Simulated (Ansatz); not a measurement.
Coupled-cluster diagnostics for SnTe2⁺ (the lowest doublet isomer of a short search), Ansatz.

Geometry of the doublet (PBE0-D4/def2-SVP):

```xyz
3

Sn    0.548   -1.229    0.982
Te    0.853    0.536   -1.219
Te   -1.402    0.694    0.237
```

In the def2 sets Sn, Te take a core potential; there is no spin–orbit coupling. Correlated methods freeze 12 core orbitals; core or outer-core shells of Sn, Te are correlated, in sets that lack core-valence functions. The structure comes from a short search, and lower isomers may exist.

Geometry of the charge 1 quartet (PBE0-D4/def2-SVP):

```csv
atom,x (Å),y (Å),z (Å)
Sn1,0.0617,1.9055,0.4900
Te2,-0.8081,-1.1855,0.7578
Te3,0.7464,-0.7200,-1.2478
```

Problem. Estimate the CCSD(T) correlation energy, the shares of MP2 and (T), T1 and the reference's ⟨S²⟩ for: charge 1, doublet, own geometry in def2-SVP; charge 1, quartet, own geometry in def2-SVP; and the rough time on 4 threads of Arm Neoverse V1 on a shared host.

Solution. 
| state | basis | correlation (eV) | MP2 share (%) | (T) share (%) | T1 | ⟨S²⟩ (pure) | wall time |
| --- | --- | --- | --- | --- | --- | --- | --- |
| charge 1, doublet, own geometry | def2-SVP | -9.211 | 89.2 | 4.8 | 0.014 | 0.82 (0.75) | 6.5 s |
| charge 1, quartet, own geometry | def2-SVP | -8.667 | 85.4 | 4.3 | 0.039 | 3.80 (3.75) | 9 s |
Customary marks for T1 are 0.02 (closed shells), 0.045 (open shells) and about 0.05 (3d metals). T1 exceeds 0.02 in 1 of 2 rows and 0.045 in 0; the higher it lies, the less the single-reference result can be trusted.
